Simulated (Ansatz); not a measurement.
Job for Ansatz (an electronic-structure program): U-wB97X-V/def2-TZVPP on CdFHO (SMILES [OH][Cd][F]), a point of a bond scan (R = 0.771 Å). Elements past Kr take the def2 small-core potentials; no spin–orbit coupling.

Ansatz 0.2 input:
```yaml
crystal:
  periodic: [false, false, false]
  atoms:
    - {symbol: Cd, position_ang: [0.00856396, 0.00630545, -0.00125543]}
    - {symbol: F, position_ang: [1.25509041, 0.92057288, -1.17515466]}
    - {symbol: O, position_ang: [-1.31759942, -0.96697864, 1.07688400]}
    - {symbol: H, position_ang: [-1.19639059, -0.87498652, 1.83264121]}
basis:
  gaussian:
    orbitals: def2-TZVPP
hamiltonian:
  xc: {name: wB97X-V}
magnetization: {spin_polarized: true, initial_magnetization: 0}
```

The head of its log:

```
WARN ansatz: RAYON_NUM_THREADS=1 ignored (pool sized by the plan → 1); use --threads N
Functional definition: wB97X-V
integrals: 0.06 GiB planned
753 factors; their error is unknown
integrals: 0.09 GiB planned
135 factors; integrals over basis functions are off by at most 2.8e-5 eV
mean field: 0.74 GiB planned
mean field evaluation 1: about -9336.4459 eV, gradient 4.9e1 eV
mean field evaluation 2: about -9330.8439 eV, gradient 6.6e1 eV
```

Task: Give the final energy of this run.

Result: -343.3875 hartree.
